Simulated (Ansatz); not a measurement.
Cartesian coordinates in Å:
```
C -2.219 0.662 -2.265
O -1.577 0.201 -1.119
Zr -0.905 -0.263 0.600
F -1.646 -1.890 1.313
Se -1.210 1.721 2.271
N 1.092 -0.371 0.482
C 1.987 0.130 -0.531
C 1.770 -1.073 1.551
H -3.103 0.054 -2.482
H -1.542 0.608 -3.123
H -2.532 1.703 -2.134
H -2.668 1.515 2.312
H 1.429 0.640 -1.318
H 2.563 -0.684 -0.994
H 2.705 0.844 -0.107
H 1.054 -1.444 2.294
H 2.329 -1.939 1.173
H 2.473 -0.415 2.077
```

Charge 0, multiplicity 1. Zr: def2 effective core potential.

Question: List the PBE/def2-TZVPP orbital energies in eV (the Gaussian-basis code of Ansatz). (Estimate.)

Answer: Ansatz gave: Occupied: -12301.45, -1561.44, -1402.22, -1402.17, -1402.15, -658.93, -510.56, -380.62, -270.40, -269.86, -269.78, -204.42, -149.77, -149.59, -149.54, -54.54, -52.85, -52.80, -52.76, -52.63, -52.62, -32.81, -32.39, -32.09, -27.20, -24.76, -22.40, -17.88, -16.69, -16.42, -15.12, -11.76, -11.56, -11.40, -11.39, -11.20, -11.18, -9.82, -9.78, -9.47, -9.38, -9.21, -8.92, -7.99, -7.32, -7.18, -6.46, -5.69, -5.54. Lowest empty: -1.49, -1.32, -0.91, -0.77, -0.51, -0.29, 0.15, 0.50.
